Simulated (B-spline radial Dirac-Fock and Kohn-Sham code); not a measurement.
The computed values come from a B-spline atomic structure program: Dirac-Fock (average of configuration) total-energy differences with a finite nucleus, the Breit interaction including its frequency dependence, and self-energy and vacuum-polarisation corrections. No correlation.

**Question.** An atom or ion in its tabulated ground configuration has these computed binding energies (the last is its least bound level). Which is it?

| level | binding energy (eV) |
| --- | --- |
| 1s | 4894.9 |
| 2s | 846.9 |
| 2p | 761.3 |

**Answer.** Sc¹²⁺: Z = 21 with 9 electrons, [He] 2s2 2p5. The hydrogen-like estimate √(E/Ry) = 19.0 for the K level lies 2.0 below Z; the outermost level, at 761.3 eV, fixes the charge.

**Question.** An atom or ion in its tabulated ground configuration has these computed binding energies (the last is its least bound level). Which is it?

```csv
level,binding energy (eV)
2s,15143.8
2p1/2,14582.9
2p3/2,13150.0
3s,5368.7
3p1/2,5127.0
3p3/2,4792.7
3d,4371.1
```

**Answer.** Re⁴⁸⁺: Z = 75 with 27 electrons, [Ar] 3d9.
